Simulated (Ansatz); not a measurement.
Energy needed to pull apart CH3BSe (SMILES B1C[Se]1), singlet, into free ground-state atoms, from the structure below (at a frame of a short PBE0-D4/def2-SVP trajectory); no zero-point or spin–orbit terms; open-shell atoms are treated unrestricted, in their ground-state multiplicity.

B1  (-0.607, -0.605, -0.317)
C2  (0.253, 0.575, 0.142)
Se3  (0.974, -1.249, 0.497)
H4  (-1.603, -1.051, -0.905)
H5  (0.826, 1.196, -0.580)
H6  (0.035, 1.160, 1.001)
(Å)

Program: Ansatz 0.2.0. Basis: def2-TZVPP. Cores are frozen in the correlated methods. Filled d shells of the heavier atoms are correlated. The def2 sets are not built for correlating such inner shells, so the correlated values are less sure here.

| method | atomization energy (kJ/mol) |
| --- | --- |
| PBE-D4 | ? |
| r2SCAN-D4 | 2154 |
| PBE0-D4 | 2151 |
| wB97M-V | 2124 |
| HF | ? |
| MP2 | 2114 |
| CCSD | 2027 |
| CCSD(T) | 2068 |

Question: What does PBE-D4 give? (Judge from chemistry; the value comes from the calculation.)

Answer: By the calculation: 2192 kJ/mol, which is about 124 kJ/mol more than CCSD(T)/def2-TZVPP.

Question: What does HF give? (Judge from chemistry; the value comes from the calculation.)

Answer: Computed: 1548 kJ/mol, which is about 520 kJ/mol less than CCSD(T)/def2-TZVPP.

In triple zeta the MP2 and coupled-cluster atomization energies are still short of their basis limit by a few kcal/mol a bond, whereas those of the functionals are nearly converged, so these differences are not deviations from converged CCSD(T).

The T1 diagnostic stays at or below 0.016.

For scale, one of the runs: CCSD(T)/def2-TZVPP forces, 152 basis functions, launched by `ansatz run in.yaml --threads 2 --pin off --events-out ev --progress --plain --max-ram 3481MiB`. Time: 87 s of wall clock on 2 CPU threads of an Intel Xeon 6975P-C; the host was shared. Peak host memory: 1.7 GiB.
